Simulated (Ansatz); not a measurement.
C₂H₆ISb⁻, that is SbMe2I with one electron more. Charge -1, multiplicity 2. Geometry B3LYP-D4/def2-SVP, that of the neutral singlet; atoms count from 1.

```tsv
atom	x (Å)	y (Å)	z (Å)
Sb1	0.466	0.971	0.793
C2	-1.565	0.411	0.198
H3	-1.553	-0.006	-0.818
H4	-2.216	1.296	0.230
H5	-1.940	-0.343	0.908
C6	1.331	-0.930	0.138
H7	2.427	-0.848	0.117
H8	0.958	-1.184	-0.863
H9	1.038	-1.712	0.857
I10	1.053	2.344	-1.560
```

In the def2 sets I, Sb take a core potential; there is no spin–orbit coupling. The highest occupied level of the charge -1 doublet lies above zero (up to 1.13 eV). By energy differences its removal costs 0.36 eV (vertical, to the charge 0 singlet, at PBE0-D4/def2-TZVPD); a positive level beside a positive removal energy at the same level points to self-interaction error.

**Question.** Estimate the Mulliken populations from the PBE0/def2-TZVPD orbitals of Ansatz.

**Answer.** 
| atom | charge (e) | spin (α − β) |
| --- | --- | --- |
| Sb1 | 0.07 | 0.76 |
| C2 | -0.85 | -0.03 |
| H3 | 0.21 | 0.01 |
| H4 | 0.19 | 0.00 |
| H5 | 0.26 | -0.02 |
| C6 | -0.85 | -0.03 |
| H7 | 0.19 | 0.00 |
| H8 | 0.21 | 0.01 |
| H9 | 0.26 | -0.02 |
| I10 | -0.68 | 0.33 |
Mulliken values and Mayer orders depend strongly on the basis. With diffuse functions, as here, like atoms can get unlike values, and bond orders can come out too low or too high.

**Question.** Where does the spin sit?

**Answer.** Summed by element: Sb 0.76, C -0.06, H -0.02, I 0.33, of 1 unpaired in all. Largest on single atoms: Sb1 0.76, I10 0.33, C2 -0.03.

**Question.** And the Mayer bond orders between bonded heavy atoms (over 0.3)?

**Answer.** Sb1–C2 0.90 (2.19 Å); Sb1–C6 0.90 (2.19 Å); Sb1–I10 0.94 (2.79 Å).
